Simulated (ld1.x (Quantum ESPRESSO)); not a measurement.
The numbers below are computed, except where a source is named.
**Potentials for lead compared**

Generated with ld1.x 7.5 (TM, RRKJ, ultrasoft, PAW), atompaw 4.2 or ONCVPSP 4.0.1. The cutoff is in Ry: for ld1.x and atompaw files where the sum of valence levels is converged to 10 mRy in a Bessel basis, for ONCV files where the hardest occupied wave has 1 mHa per electron of residual kinetic energy. The error is the largest all-electron minus pseudo excitation energy over each file’s own four to seven test configurations (ionisations up to +4, promotions, holes and added fractions of an electron), all of which were solved. The labels leave out finer settings (local radius, basis sizes, second energies), which also bear on the numbers. Spin-polarised tests are not counted. The rows are a selection from randomly drawn settings: files with unsolved tests, undetermined cutoffs or missed reference levels are left out.

A true bound ghost makes a file unfit for plane-wave use even where its test errors are small: the radial tests pick states by their node count and pass the ghost by.

| potential | cutoff (Ry) | largest error (meV) | bound ghosts |
| --- | --- | --- | --- |
| TM, PBEsol, scalar-relativistic, rc 2.10/1.90 (sp), local s, core correction yes, reference 6s2 6p1.5 | 30 | -582 | none |
| TM semilocal, Wu–Cohen, scalar-relativistic, rc 1.70/1.85/1.70 (spd), local p, core correction yes, reference 6s2 6p1.75 | 40 | -632 | none |
| TM, BP86, non-relativistic, rc 2.40/2.15/2.15 (spd), local smoothed, core correction yes, reference 6s2 6p1.5 | 18 | -296 | d, s |
| TM, LDA (PZ), scalar-relativistic, rc 2.00/2.15/2.25 (spd), local smoothed, core correction no, reference 6s2 6p1 | 21 | +255 | d |

**Question.** Fill in the row for Pb: TM, PBE, scalar-relativistic, rc 1.75/1.95 (sp), local s, core correction no, reference 6s1 6p0.

**Answer.** cutoff 21 Ry, largest error +1369 meV, bound ghosts: none.

**Question.** Fill in the row for Pb: TM, LDA (PZ), fully relativistic, rc 1.95/2.00/1.40 (spd), local s, core correction yes, reference 5d10 6s2 6p2.

**Answer.** cutoff 55 Ry, largest error -146 meV, bound ghosts: none.

**Question.** Fill in the row for Pb: RRKJ, PBE, scalar-relativistic, rc 1.80/2.25 (sp), local p, core correction no, reference 6s2 6p2.

**Answer.** cutoff 30 Ry, largest error +177 meV, bound ghosts: none.
